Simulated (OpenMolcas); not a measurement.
# How basis sets differ on AlClOF (SMILES [O][Al]([F])[Cl])

The species is AlClOF (4 atoms), meant as a doublet with charge 0. SMILES: `[O][Al]([F])[Cl]`. Geometry: relaxed at PBE0-D4/def2-TZVP.

Each level gives the dipole moment (D). The values are calculated.

| level | kind | program | value (D) |
| --- | --- | --- | --- |
| ROHF/ANO-R0 (sfX2C) | Hartree–Fock | OpenMolcas | 1.06 |
| ROHF/ANO-RCC-MB (DKH2) | Hartree–Fock | OpenMolcas | 0.50 |
| UHF/STO-3G | Hartree–Fock | OpenMolcas | 1.84 |
| UHF/3-21G | Hartree–Fock | OpenMolcas | 0.52 |
| UHF/def2-SVP | Hartree–Fock | OpenMolcas | 0.52 |
| UHF/6-311+G** | Hartree–Fock | OpenMolcas | 0.50 |
| UHF/def2-TZVP (RICD fitting) | Hartree–Fock | OpenMolcas | 0.56 |

The values span 0.50 to 1.84 D. Magnitudes only. Sets without polarisation functions give poor dipoles. Without the sets that lack polarisation functions the rows with a basis span only 0.50 to 0.56 D.
